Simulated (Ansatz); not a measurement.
Sn4Cl4, relaxed as a singlet with RKS PBE0-D4/def2-SVP in Ansatz, starting from the GFN1-xTB geometry. Force threshold 0.02 eV/Å.

In the def2 sets Sn takes a core potential; there is no spin–orbit coupling. Another isomer (singlet) lies 0.31 eV lower at PBE0-D4/def2-TZVP; other spin states weren't run for this one.

Start:

Cartesian coordinates in Å:
```
Sn -2.0305 -0.8660 0.2853
Sn 0.9013 -0.3418 -0.7241
Sn 0.0658 -0.3080 2.3689
Sn -1.2911 1.9707 -0.3949
Cl -0.6795 -2.2124 -1.4953
Cl 0.9835 1.8369 1.0316
Cl 0.0838 1.5493 -2.4596
Cl 1.9667 -1.6286 1.3882
```

```tsv
step	energy (eV)	largest force component (eV/Å)	SCF passes
1	-73393.6199	1.279	16
2	-73393.9285	0.397	21
3	-73393.9667	0.181	21
4	-73393.9717	0.392	20
5	-73393.9929	0.070	21
6	-73394.0025	0.079	20
7	-73394.0041	0.039	22
8	-73394.0046	0.014	23
```

Force components are those of the run's own axes.

End:

Cartesian coordinates in Å:
```
Sn -1.951 -0.770 0.321
Sn 0.906 -0.530 -0.882
Sn 0.179 -0.451 2.474
Sn -1.318 2.070 -0.579
Cl -0.913 -2.345 -1.488
Cl 0.720 1.940 1.248
Cl 0.211 1.688 -2.541
Cl 2.166 -1.602 1.446
```

Bonds lost: Sn2–Cl6 (atoms count from 1).

No frequencies were taken in this run, so the end may be a saddle point.

It took 2.1 min on 4 threads of Intel Xeon on a shared host, peak host memory 0.74 GiB.
